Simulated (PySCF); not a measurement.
Method: PySCF, PBE0, basis Mo def2-TZVP with ECP28, N def2-TZVP, Br def2-TZVP (scalar-relativistic core potentials, no spin–orbit coupling, density fitting). Open shells, if any, are unrestricted.

Task: What spin state, shape and geometry does isolated BrMoN take (every ligand bound to Mo)?

Result: Formally Mo is in oxidation state +4, d2, with 2 unpaired electrons (the high-spin count). The Mulliken spin on Mo is 2.38. The polar-tensor charge on Mo, 1.22, is far below the formal one. The lowest minimum found is a triplet of Cs symmetry with Mo–Br 2.458 Å, Mo–N 1.612 Å; Br–Mo–N 116.9°. Its harmonic wavenumbers are 141 (a'), 279 (a'), 1151 (a') cm⁻¹ and its dipole moment is 4.82 D.

This need not be the most stable arrangement of these atoms. Open d and f shells are described by one determinant, and the ground state may have another occupation or spin.
